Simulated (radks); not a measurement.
Task: The samarium ion Sm13+ is in [Kr] 4d10 4f1 5s2. All-electron calculation, scalar-relativistic Kohn-Sham, PBE, spin-polarised, spherical densities, finite nucleus; Fermi nuclear charge, rms radius of each element as measured or else 0.836 A^(1/3) + 0.57 fm. Program: a radial shooting solver on a logarithmic mesh with Libxc functionals. Open shells are filled with parallel spins first. One electron is removed from 4d, 4p, 5s, 4f in turn, with full relaxation. Which removal costs least, and what does each cost?

Result: 5s 256.34 eV; 4f 259.66 eV; 4d 393.56 eV; 4p 516.05 eV. The 5s electron leaves first.
